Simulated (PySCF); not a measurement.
Br2H2Si. Atoms are numbered in the order given.

```xyz
5

Si     0.0000     0.0000     1.0028
Br     1.8310     0.0000    -0.2528
Br    -1.8310     0.0000    -0.2528
H      0.0000    -1.2322     1.8293
H      0.0000     1.2322     1.8293
```

Geometry: r2SCAN-D4/def2-SVP.

The numbers are results of SMD-B3LYP/def2-SVP (PySCF), not measurements.

Solvation free energies are E(SMD) − E(gas) at the gas-phase geometry, for 1 M in both phases. Bromine has the revised SMD18 radius of 2.60 Å. In vacuum the dipole moment is 1.15 D.

| solvent | ΔG(solv) (kcal/mol) | its non-electrostatic (CDS) part | dipole (D) |
|---|---|---|---|
| water | -0.9 | 0.3 | 1.60 |
| benzene | -4.5 | -4.0 | 1.34 |
| acetonitrile | -4.0 | -2.8 | 1.59 |
